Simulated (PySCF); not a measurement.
From one molecule to another.

First species: C7H5FO.
Bonds: O1–C2 (double), C2–C3, C3–C4 (aromatic), C4–C5 (aromatic), C5–C6 (aromatic), C6–C7 (aromatic), C7–F8, C7–C9 (aromatic), C3–C9 (aromatic). Hydrogens: H10 on C2; H11 on C4; H12 on C5; H13 on C6; H14 on C9.

Second species: C4H4N2O3S.
Structure used (GFN2-xTB), in Å, numbered top down from 1:
```xyz
14
C4H4N2O3S angstrom
O      2.598    0.060   -1.490
S      2.058   -0.192   -0.199
O      2.615    0.460    0.945
O      2.080   -1.771    0.063
C      0.288    0.112   -0.248
C     -0.300    0.834   -1.272
N     -1.606    1.056   -1.273
C     -2.309    0.558   -0.268
C     -1.710   -0.174    0.753
N     -0.402   -0.392    0.756
H      2.044   -1.934    1.008
H      0.285    1.225   -2.091
H     -3.373    0.751   -0.288
H     -2.270   -0.593    1.576
```

Levels: wB97X-D/def2-SVPD for dipole moment, HOMO energy, LUMO energy, HOMO–LUMO gap, static isotropic polarisability and electronic spatial extent ⟨r²⟩ about the centre of nuclear charge; TDDFT wB97X-D/def2-SVPD for lowest singlet excitation; TDA wB97X-D/def2-SVPD for lowest triplet excitation (Tamm–Dancoff); GFN2-xTB for rotational constant A and rotational constant C. Geometries: GFN2-xTB. Each structure is a single optimised conformer of the isolated species, non-relativistic unless stated; the electronic structure was computed with PySCF and density fitting.

Dipoles, sizes and rotational constants follow the conformer. The torsions of the flexible species, by atom-mapped SMILES:
- `[O:1]=[CH:2][c:3]1[cH:4][cH:5][cH:6][c:7]([F:8])[cH:9]1`: O1–C2–C3–C4 0°
- `[O:1]=[S:2](=[O:3])([OH:4])[c:5]1[cH:6][n:7][cH:8][cH:9][n:10]1`: O1–S2–C5–C6 -17°, H–O4–S2–O1 159°

```tsv
property	column X	column Y
dipole moment	2.07 D	4.92 D
HOMO energy	-9.51 eV	-10.06 eV
LUMO energy	-0.50 eV	-0.79 eV
HOMO–LUMO gap	9.01 eV	9.27 eV
lowest singlet excitation	3.86 eV	4.10 eV
lowest triplet excitation (Tamm–Dancoff)	3.37 eV	3.46 eV
static isotropic polarisability	83.4 au	86.5 au
electronic spatial extent ⟨r²⟩ about the centre of nuclear charge	1218 bohr²	1498 bohr²
rotational constant A	3.712 GHz	2.757 GHz
rotational constant C	0.860 GHz	0.755 GHz
```

(1) Which column belongs to which species?

(2) How does each property change from the first species to the second?

## Answers

(1) Column X is the first species and column Y the second. The first has 14 atoms and 64 electrons, the second 14 and 82.

(2) dipole moment +2.85 D; HOMO energy -0.55 eV; LUMO energy -0.29 eV; HOMO–LUMO gap +0.26 eV; lowest singlet excitation +0.24 eV; lowest triplet excitation (Tamm–Dancoff) +0.09 eV; static isotropic polarisability +3.1 au; electronic spatial extent ⟨r²⟩ about the centre of nuclear charge +280 bohr²; rotational constant A -0.955 GHz; rotational constant C -0.105 GHz.

On the first: No computed singlet falls in the visible range (750 to 380 nm, 1.65 to 3.26 eV); S1 lies 0.60 eV above its blue end. The polarisability is 12.35 Å³ as a volume (1 au = 0.148185 Å³), or 1.30 au for each of the 64 electrons.

On the second: The principal polarisabilities are 59.6, 87.5 and 112.4 au; their mean is the isotropic value. In wavenumbers S1 is 33000 cm⁻¹ (1 eV = 8065.54 cm⁻¹).
